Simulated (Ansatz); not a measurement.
Reaction (ligand exchange at a B–F bond): `NB(F)[SiH3]` + CH₃OH → `COB(N)[SiH3]` + H–F

Gas-phase electronic energies from Ansatz, PBE0-D4/def2-TZVP geometries. CCSD(T)/CBS is the MP2 limit (def2-TZVPP, def2-QZVPP) plus CCSD(T) − MP2 in def2-TZVPP, frozen cores. This one scheme is used for every species. Functionals use def2-TZVPP. One conformer a species, not always the lowest.

```tsv
level	ΔE (kJ/mol)	difference from CCSD(T)/CBS
ωB97M-V	18.4	5.4
B2PLYP	22.1	9.1
PBE	21.4	8.4
r2SCAN	21.0	8.0
PBE0	20.7	7.7
HF/def2-TZVPP	35.4	22.4
MP2/def2-TZVPP	10.7	-2.3
SCS-MP2/def2-TZVPP	16.5	3.5
SCS-MP2/def2-QZVPP	15.4	2.4
MP2/CBS(def2)	8.9	-4.1
CCSD(T)/CBS	13.0	0
```

Largest T1 diagnostic among the species: 0.013.

In def2-TZVPP, CCSD(T) changes the Hartree–Fock value by −20.6 kJ/mol (the triples alone add −3.2 kJ/mol) and MP2 by −24.7 kJ/mol. The D4 term adds −9.9 kJ/mol with B3LYP and −5.6 kJ/mol with PBE0; it sums over pairs of atoms, weighted by their polarisabilities, and B3LYP, whose exchange is more repulsive, gets the larger term.

B3LYP here is the variant with VWN-RPA as its local correlation; programs differ in this.
